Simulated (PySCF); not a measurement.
Energy of Pr⁺ (praseodymium, charge +1) between two integer charges

The 6s alpha orbital of [Xe] 4f3 6s1 is emptied in steps (occupation f), with all orbitals relaxed, ending at [Xe] 4f3. Computed with PySCF 2.14 in def2-SVP with the def2 core potential (28 electrons), with scalar relativity through the core potential. The exact energy is a straight line in f; departures are measured from the line between the end points of the same method.

```
  f  BLYP (eV)
  1      0.000
0.8     -0.405
0.6     -0.608
0.4     -0.608
0.2     -0.405
  0      0.000
```

```json
{"method": "BLYP", "E(f=0) − E(f=1) (eV)": "10.875", "−ε at f=1 (eV)": "8.349", "−ε at f=0.4 (eV)": "11.382"}
```

Orbital energy along the path (eV):

| f | BLYP |
| --- | --- |
| 1 | -8.349 |
| 0.8 | -9.355 |
| 0.6 | -10.368 |
| 0.4 | -11.382 |
| 0.2 | -12.396 |
| 0 | -13.383 |

Reference removal energy between the ground levels: 10.631 ± 0.02 eV (semi-empirical (NIST evaluation); NIST Atomic Spectra Database, ionization energies). The calculation has no spin-orbit coupling.
